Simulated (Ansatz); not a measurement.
The cluster B3P2⁻. Total charge -1; triplet. Geometry PBE-D4/def2-SVP, that of the neutral doublet; atoms count from 1.

```xyz
5

B     0.251   -1.127    0.301
B     0.306    0.496   -0.311
B    -1.059   -0.184    0.519
P     1.773   -0.689   -0.508
P    -1.271    1.504   -0.002
```

The highest occupied level of the charge -1 triplet lies above zero (up to 0.63 eV). By energy differences its removal costs 1.07 eV (vertical, to the charge 0 doublet, at PBE0-D4/def2-TZVPD); a positive level beside a positive removal energy at the same level points to self-interaction error. At PBE0-D4/def2-TZVPD a singlet of charge -1 lies 1.88 eV below the triplet at the same geometry. The structure comes from a short search, and lower isomers may exist.

Question: Estimate the Mulliken populations from the PBE0/def2-TZVPD orbitals of Ansatz.

Answer: 
| atom | charge (e) | spin (α − β) |
| --- | --- | --- |
| B1 | -0.03 | 0.53 |
| B2 | 0.19 | 0.48 |
| B3 | -0.03 | 0.53 |
| P4 | -0.56 | 0.23 |
| P5 | -0.56 | 0.23 |
Mulliken values and Mayer orders depend strongly on the basis. With diffuse functions, as here, like atoms can get unlike values, and bond orders can come out too low or too high.

Question: Where does the spin sit?

Answer: Summed by element: B 1.54, P 0.46, of 2 unpaired in all. Largest on single atoms: B1 0.53, B3 0.53, B2 0.48.

Question: And the Mayer bond orders between bonded heavy atoms (over 0.3)?

Answer: B1–B2 0.75 (1.74 Å); B1–B3 1.26 (1.63 Å); B1–P4 1.30 (1.78 Å); B2–B3 0.75 (1.74 Å); B2–P4 1.00 (1.90 Å); B2–P5 1.00 (1.90 Å); B3–P5 1.30 (1.78 Å).
